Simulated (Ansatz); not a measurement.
A geometry relaxed with CAM-B3LYP-D3(BJ)/def2-TZVP (Ansatz, an electronic-structure program), charge 0, multiplicity 1:

```xyz
12

H      3.3824    -0.5668    -0.3033
C      1.0120    -0.5256    -0.0629
C     -0.0477     0.1983     0.3001
B      2.4230     0.0677     0.0043
H     -1.8132    -0.4017     1.3346
C     -2.3730     0.6108    -0.3852
H      2.5570     1.1922     0.3767
H     -1.5286    -1.2856    -0.1604
N     -3.0747     1.3337    -0.9263
H      0.8362    -1.5426    -0.4052
H      0.0907     1.2208     0.6373
C     -1.4641    -0.3010     0.3026
```

Question: Write the SMILES of this molecule.

Answer: `B/C=C/CC#N`
